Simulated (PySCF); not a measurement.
Predicted microwave data (PySCF, PBE0-D3(BJ)/def2-SVP geometry optimisation, gas phase) for one isomer of B2H7NOSi:

* Rotational constants: A = 27228, B = 1438, C = 1389 MHz
* Dipole components: |μa| = 1.51 D, |μb| = 0.77 D, |μc| = 0.00 D
* Inertial defect: -5.98 u·Å²
* κ: -1.00

**Question.** Which structure is it? (One computed conformer of each.)
A. `[BH2:1][NH:2][BH:3][O:4][SiH3:5]` with B1–N2–B3–O4 180°, N2–B3–O4–Si5 180°
B. `[BH2:1][O:2][BH:3][NH:4][SiH3:5]` with H–B1–O2–B3 175° and -6°, B1–O2–B3–N4 99°, O2–B3–N4–Si5 177°

**Answer.** A. It is BNBO[SiH3], a near-prolate asymmetric top. The candidates at the same level (rigid rotor, commonest isotopes):

| SMILES | A (MHz) | B (MHz) | C (MHz) | μa (D) | μb (D) | μc (D) | Δ (u·Å²) | point group | rotor |
| --- | --- | --- | --- | --- | --- | --- | --- | --- | --- |
| BOBN[SiH3] | 23421 | 1424 | 1396 | 1.28 | 0.90 | 0.08 | -14.62 | C1 | near-prolate asymmetric top |
| BNBO[SiH3] | 27228 | 1438 | 1389 | 1.51 | 0.77 | 0.00 | -5.98 | near Cs | near-prolate asymmetric top |

`BOBN[SiH3]` has A 14 % too low. No structure here is proved a minimum.
